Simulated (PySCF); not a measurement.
HO3, SMILES [O]OO, multiplicity 2.

Geometry optimised at TPSSh-D3(BJ)/def2-TZVP. Other conformers were not sampled.

These are TDA-B3LYP/def2-TZVPD in PySCF 2.14.0 values and carry that method's errors.

Vertical excitations. Gas-phase values at a fixed geometry.

Computed lowest excited states:
```
state    energy (eV)  λ (nm)      f                                                                     main pairs
-------  -----------  ------  -----  -----------------------------------------------------------------------------
root 1          2.52     493  0.000                                                               β HOMO→LUMO 98 %
root 2          3.13     396  0.000                                          α HOMO→LUMO 91 %, β HOMO−1→LUMO+1 5 %
root 3          3.58     347  0.000                                         α HOMO−1→LUMO 49 %, β HOMO→LUMO+1 48 %
root 4          4.05     306  0.004                                                             β HOMO−1→LUMO 87 %
root 5          4.49     276  0.000                      α HOMO−2→LUMO 18 %, α HOMO→LUMO 7 %, β HOMO−1→LUMO+1 73 %
root 6          5.37     231  0.000                                       α HOMO−2→LUMO 78 %, β HOMO−1→LUMO+1 20 %
root 7          6.59     188  0.000                                                             β HOMO−2→LUMO 92 %
root 8          6.82     182  0.002                                                             α HOMO→LUMO+1 94 %
root 9          6.92     179  0.004                                       α HOMO−3→LUMO 57 %, β HOMO−2→LUMO+1 39 %
root 10         7.19     173  0.123  α HOMO−1→LUMO 19 %, β HOMO−3→LUMO 37 %, β HOMO→LUMO+1 17 %, β HOMO−1→LUMO 6 %
```
Unrestricted roots are not spin-pure.
